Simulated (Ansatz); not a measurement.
```yaml
crystal:
  periodic: [false, false, false]
  atoms:
    - {symbol: C, position_ang: [1.646985, -1.885049, -0.957562]}
    - {symbol: C, position_ang: [0.867465, -0.799108, -0.308502]}
    - {symbol: C, position_ang: [-0.210737, -0.182905, -0.930865]}
    - {symbol: C, position_ang: [-0.996689, 0.685520, -0.183986]}
    - {symbol: C, position_ang: [-2.276950, 1.240050, -0.695551]}
    - {symbol: O, position_ang: [-0.681418, 1.030373, 1.005297]}
    - {symbol: B, position_ang: [0.726865, 0.784922, 1.566652]}
    - {symbol: O, position_ang: [0.705161, 0.641519, 2.948986]}
    - {symbol: F, position_ang: [1.515849, 1.812611, 1.133867]}
    - {symbol: O, position_ang: [1.230333, -0.491739, 0.877537]}
    - {symbol: H, position_ang: [1.664465, -2.759294, -0.303054]}
    - {symbol: H, position_ang: [2.681939, -1.553473, -1.075522]}
    - {symbol: H, position_ang: [1.239025, -2.158131, -1.928770]}
    - {symbol: H, position_ang: [-0.501974, -0.464748, -1.930797]}
    - {symbol: H, position_ang: [-2.533592, 0.841867, -1.675243]}
    - {symbol: H, position_ang: [-3.076490, 1.021182, 0.015540]}
    - {symbol: H, position_ang: [-2.190459, 2.328199, -0.754279]}
    - {symbol: H, position_ang: [0.152720, -0.080296, 3.247848]}
basis:
  gaussian: {orbitals: 6-31G, final_grid: {core_spheres: 20, valence_spheres: 16, degree: 47}, point_charges: [{charge: 2.00, position_ang: [5.901, 0.178, -0.894]}]}
magnetization: {spin_polarized: true, initial_magnetization: 4}
hamiltonian: {xc: {name: B3LYP}, dispersion: d3bjatm}
output: {forces: true}
```

```sh
$ ansatz run in.yaml --threads 4 --pin off --events-out ev --progress --plain --max-ram 63488MiB --backend cpu
```

Shortened log:

```
Functional definition: B3LYP
1317 factors; integrals over basis functions are off by at most 2.2e-4 eV
mean field evaluation 1: about -14827.5224 eV, gradient 5.3e1 eV
mean field evaluation 2: about -14799.8576 eV, gradient 9.4e1 eV
mean field evaluation 4: about -14837.7640 eV, gradient 1.9e1 eV
mean field evaluation 8: about -14839.9391 eV, gradient 3.0e0 eV
mean field evaluation 16: about -14840.3474 eV, gradient 4.2e-2 eV
mean field -14840.34745762 eV, -545.3727099189 hartree, gradient 6.1e-5 eV, S^2 6.010757; 4 other end points of the search recorded, 0 dependent functions left out
reference -14840.34773275 eV, -545.3727200297 hartree; 40, 36 occupied and 66, 70 virtual orbitals, 1317 factors
Total energy: -14841.07864685 eV, -545.3995806273 hartree
Atom 0 at     1.646985    -1.885049    -0.957562 Å, force    -0.846818     0.161569     0.503786 eV/Å
Atom 1 at     0.867465    -0.799108    -0.308502 Å, force     3.142980    -4.656687    -2.061391 eV/Å
Atom 2 at    -0.210737    -0.182905    -0.930865 Å, force    -0.938703    -1.117201    -6.308142 eV/Å
Atom 3 at    -0.996689     0.685520    -0.183986 Å, force    -4.866557     2.458457    -0.721742 eV/Å
Atom 4 at    -2.276950     1.240050    -0.695551 Å, force    -0.577851     0.599694    -0.134884 eV/Å
Atom 5 at    -0.681418     1.030373     1.005297 Å, force     1.024270     0.140837     3.719811 eV/Å
Atom 6 at     0.726865     0.784922     1.566652 Å, force     0.595953     0.458095     1.122626 eV/Å
Atom 7 at     0.705161     0.641519     2.948986 Å, force     0.307791     0.211449    -0.061067 eV/Å
Atom 8 at     1.515849     1.812611     1.133867 Å, force     1.365572     1.317302    -0.600738 eV/Å
Atom 9 at     1.230333    -0.491739     0.877537 Å, force     0.564374     1.222058     4.222703 eV/Å
Atom 10 at     1.664465    -2.759294    -0.303054 Å, force     0.199969    -0.376792    -0.025842 eV/Å
Atom 11 at     2.681939    -1.553473    -1.075522 Å, force     1.426950     0.064902    -0.400076 eV/Å
Atom 12 at     1.239025    -2.158131    -1.928770 Å, force     0.015766    -0.029549    -0.062068 eV/Å
Atom 13 at    -0.501974    -0.464748    -1.930797 Å, force    -0.026216     0.087001     0.021194 eV/Å
Atom 14 at    -2.533592     0.841867    -1.675243 Å, force     0.093929    -0.095809    -0.051151 eV/Å
Atom 15 at    -3.076490     1.021182     0.015540 Å, force    -0.340027    -0.068264     0.105399 eV/Å
Atom 16 at    -2.190459     2.328199    -0.754279 Å, force    -0.229109     0.334582    -0.189129 eV/Å
Atom 17 at     0.152720    -0.080296     3.247848 Å, force    -0.556562    -0.694422     0.782319 eV/Å
Dipole moment:    -1.439604    -0.514130    -0.409424 e Å
```

In this input the spin is set far too high for this molecule. Self-consistency was reached. The result belongs to that input, not to the molecule as meant.
